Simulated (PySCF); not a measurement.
**Excitation energy of Ar²⁺ by level of theory**

Ar²⁺ [Ne] 3s2 3p4 (3P) → Ar²⁺ [Ne] 3s1 3p5 (3P), as a difference of total energies. All numbers are calculated (PySCF 2.14, the non-relativistic Hamiltonian (point nucleus), in aug-cc-pwCVTZ (8s7p5d3f, 75 functions)). Correlated levels: valence: [Ne] frozen. The calculations carry no spin-orbit coupling.

| method | excitation energy (eV) |
| --- | --- |
| UHF | 17.054 |
| MP2 (valence) | 15.544 |
| SCS-MP2 (valence) | 15.354 |
| CCSD (valence) | 14.326 |
| CCSD(T) (valence) | 13.922 |

**Question.** How much does correlation contribute at CCSD(T) (valence)?

**Answer.** 13.922 − (17.054) = -3.132 eV, measured against UHF.

The coupled-cluster amplitudes are large for the upper state (T1 above 0.03 or a double amplitude above 0.15), so a single reference is strained.
